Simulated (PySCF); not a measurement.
**Frontier levels across methods**

B₂H₇NOSi.
Z-matrix (Å and degrees, PBE0-D3(BJ)/def2-SVP geometry), rows numbered from 1:
```
B 
N   1  1.4094
B   2  1.4320  1  126.47
O   3  1.3585  2  118.56  1   179.89
Si  4  1.6750  3  132.60  2   179.81
H   1  1.2096  2  119.49  3   179.76
H   1  1.2081  2  119.05  3    -0.25
H   2  1.0170  1  118.16  3  -179.60
H   3  1.2110  2  119.73  1     0.01
H   5  1.4887  4  107.76  3   133.10
H   5  1.4902  4  108.77  3  -108.05
H   5  1.4924  4  110.27  3    12.68
```

Basis pcSseg-2 throughout (PySCF), one geometry. Isolated species at its PBE0-D3(BJ)/def2-SVP geometry (one conformer only).

Question: How do the orbital energies, the gap and the dipole change with the method?

Answer: 
```csv
method,kind,HOMO (eV),LUMO (eV),gap (eV),μ (D),SCF cycles
BLYP,GGA,-7.41,-1.54,5.87,1.65,15
OPBE,GGA,-7.44,-1.52,5.91,1.66,16
PBE,GGA,-7.51,-1.70,5.81,1.69,15
B97-D,GGA,-7.52,-1.49,6.03,1.60,16
LDA,LDA,-7.57,-1.99,5.58,1.75,15
KT3,GGA,-7.59,-1.57,6.02,1.59,16
KT2,GGA,-7.60,-1.67,5.93,1.62,16
BP86,GGA,-7.62,-1.76,5.87,1.67,15
B97-2,global hybrid,-8.59,-0.66,7.93,1.52,13
B3LYP,global hybrid,-8.62,-0.91,7.71,1.54,14
PBE0,global hybrid,-8.87,-0.69,8.18,1.55,14
mPW1PW91,global hybrid,-8.89,-0.69,8.20,1.53,14
BHandHLYP,global hybrid,-10.07,0.36,10.43,1.39,13
CAM-B3LYP,range-separated hybrid,-10.24,0.39,10.62,1.50,13
wB97X-D,range-separated hybrid,-10.73,1.17,11.90,1.50,13
LC-wPBE,range-separated hybrid,-11.62,1.55,13.17,1.48,14
HF,Hartree–Fock,-12.06,2.59,14.65,1.21,10
```

The HOMO spans 4.65 eV, from BLYP down to HF, and the gap runs from 5.58 eV (LDA) to 14.65 eV (HF). Over the methods BLYP (0 %), OPBE (0 %), PBE (0 %), B97-D (0 %), LDA (0 %), KT3 (0 %), KT2 (0 %), BP86 (0 %), B97-2 (21 %), B3LYP (20 %), PBE0 (25 %), mPW1PW91 (25 %), BHandHLYP (50 %), HF (100 %), a straight line through the gap against the share of exact exchange rises by 0.89 eV for each 10 % (correlation coefficient 0.999). The dipole ranges from 1.21 D (HF) to 1.75 D (LDA). This basis has no diffuse functions.
